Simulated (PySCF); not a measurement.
Species: C₇H₄F₂.
Bonds: F1–C2, C2–C3 (aromatic), C3–C4 (aromatic), C4–F5, C4–C6 (aromatic), C6–C7 (aromatic), C7–C8 (aromatic), C7–C9, C2–C8 (aromatic), C6–C9. Hydrogens: H10 on C3; H11 on C8; H12, H13 on C9.

Method: TDDFT CAM-B3LYP/def2-SVPD, vertical, gas phase, core orbitals frozen in the response (PySCF 2.14.0, density-fitted response routines). Geometry: PBE0-D3(BJ)/def2-SVP; no solvent, vibrations or thermal averaging.

Broadening: Gaussians 0.5 eV wide at half height, area fixed by f = 4.319×10⁻⁹ ∫ε dν̃. The width is an assumption, not a result. The curve ends short of the highest state used, and states not computed would add to its high-energy end.

λ (nm), ε (L mol⁻¹ cm⁻¹) and a bar:
```
    170.6      11343 #######
    175.1      33047 #####################
    179.5      47830 ##############################
    184.0      38137 ########################
    188.4      18391 ############
    192.8       5763 ####
    197.3       1221 #
    201.7        250 
    206.2        122 
    210.6        130 
    215.0        198 
    219.5        415 
    223.9        802 #
    228.4       1244 #
    232.8       1493 #
    237.2       1432 #
    241.7       1112 #
    246.1        723 
    250.6        394 
    255.0        188 
    259.5         77 
    263.9         29 
    268.3         10 
    272.8          3
```

(1) Locate the maxima and give the states behind the curve.

(2) Coming from long wavelengths, where does ε first pass 100 L mol⁻¹ cm⁻¹?

(3) Does any computed singlet lie in the visible range?

(4) On this curve, what absorbance would a 10⁻³ mol/L sample give at 222 nm over a 1 cm path?

Answers

(1) 234 nm (5.29 eV), ε about 1500, made up of S1 (100%); 180 nm (6.89 eV), ε about 48000, made up of S5 (37%) and S6 (61%) (ε in L mol⁻¹ cm⁻¹; maxima over ε = 5, shares over 10%). The states used: S1 5.30 eV (f 0.028); S2 5.95 eV (f 0.0019); S3 6.69 eV (f 0.0084); S4 6.80 eV (f 0.016); S5 6.82 eV (f 0.345); S6 6.94 eV (f 0.555); S7 7.15 eV (f 0.0013); S8 7.21 eV (f 0.0044); S9 7.52 eV (f 0.0070); S10 7.87 eV (f 0.0016).

(2) At about 258 nm (4.80 eV), 0.49 eV below S1.

(3) No computed singlet lies in the visible range (380 to 750 nm); the lowest, at 234 nm, stands 2.03 eV above its violet end (3.26 eV).

(4) 222 nm is 5.585 eV, where ε is about 620 L mol⁻¹ cm⁻¹, so A = ε c l ≈ 0.62 (Beer–Lambert, with the gas-phase spectrum and the assumed width).

All these states lie below the vertical ionisation energy of 9.21 eV (ΔSCF).
